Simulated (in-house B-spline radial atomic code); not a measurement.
Sb⁴⁺. Computed with a B-spline radial atomic code. Model: all-electron spherical atom, spin shells full or empty, radial basis limit, no spin-orbit coupling, Breit or QED, empty-state partial waves extrapolated as (l+1/2)^-4, RPA, G0W0 and static COHSEX of the highest shell as one setting changes (uncorrelated shells keep exact exchange).

Empty levels are discrete states of a finite basis, so the steps are uneven.

Given: element Sb; charge 4; filled core Kr; hamiltonian one-electron scalar X2C; mean-field start PBE0; highest l of empty states 9; nuclear rms radius 4.6802 fm; lowest nl shells left uncorrelated 0; highest mean-field shell 5s up; box radius 11.96 bohr.

Shell: 4d 5 5, 5s 1 0 (electrons up and down).

```
highest empty level kept (hartree)  RPA correlation energy (hartree)  G0W0 level (eV)  G0W0 minus most complete (meV)  COHSEX level (eV)  linearised minus solved G0W0 (meV)
                              8.33                          -0.89856          -55.415                           275.4            -56.595                                 6.7
                             16.67                           -1.2178          -55.525                           165.2             -56.84                                 7.1
                             29.17                                 ?                ?                               ?                  ?                                   ?
                                50                           -1.9944          -55.632                            57.9            -57.122                                 7.4
                             83.33                           -2.2962           -55.65                            39.7            -57.168                                 7.4
                               150                           -2.6374          -55.667                            23.5            -57.216                                 7.5
                               250                            -2.859          -55.675                              15            -57.241                                 7.5
                               500                           -3.2093          -55.682                             7.6            -57.267                                 7.5
                              1000                                 ?                ?                               ?                  ?                                   ?
                            2083.3                           -3.5358          -55.689                             1.6            -57.287                                 7.5
                              5000                           -3.6192           -55.69                             0.6            -57.289                                 7.5
                             16667                           -3.6635           -55.69                               0            -57.291                                 7.5
```

Task: What follows for highest empty level kept = 29.17?

Result: RPA correlation energy -1.6482 hartree; G0W0 level -55.594 eV; G0W0 minus most complete 96.3 meV; COHSEX level -57.015 eV; linearised minus solved G0W0 7.3 meV.

Task: What follows for highest empty level kept = 1000?

Result: RPA correlation energy -3.402 hartree; G0W0 level -55.686 eV; G0W0 minus most complete 3.8 meV; COHSEX level -57.28 eV; linearised minus solved G0W0 7.5 meV.
